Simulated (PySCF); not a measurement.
## Ionisation energy of Gd⁵⁰⁺ by level of theory

Gd⁵⁰⁺ [Ne] 3s2 3p2 (3P) → Gd⁵¹⁺ [Ne] 3s2 3p1 (2P), as a difference of total energies. Calculation: PySCF 2.14, in an even-tempered Gaussian basis (17 s from 11 bohr⁻², ratio 2.5; 12 p from 15 bohr⁻², ratio 2.5; 4 d from 58 bohr⁻², ratio 2.7; 4 f from 87 bohr⁻², ratio 2.7); scalar relativity by spin-free X2C-1e. Correlated levels: outer shells: 1s2 frozen; virtual orbitals above 40 to 60 times the deepest correlated orbital energy dropped. The calculations carry no spin-orbit coupling.

```
                method  ionisation energy (eV)
                   UHF                  4467.6
                   PBE                  4469.7
                  PBE0                  4469.5
                r2SCAN                  4470.0
                 B97-3                  4469.1
                  BLYP                  4470.4
SCS-MP2 (outer shells)                  4467.9
```

Question: Estimate what MP2 (outer shells) gives.

Answer: 4468.2 eV, closest to SCS-MP2 (outer shells) among the rows shown.

Question: Estimate what LDA gives.

Answer: 4468.7 eV, closest to B97-3 among the rows shown.

Spin-orbit coupling is strong in these open shells (close to jj coupling). The scalar numbers leave it out and a first-order estimate fails, so it can dominate the gap to the real levels.

Breit and QED terms and the two-electron picture change are absent.

For comparison: 4578 ± 4 eV (theoretical estimate listed by NIST; NIST Atomic Spectra Database, ionization energies).
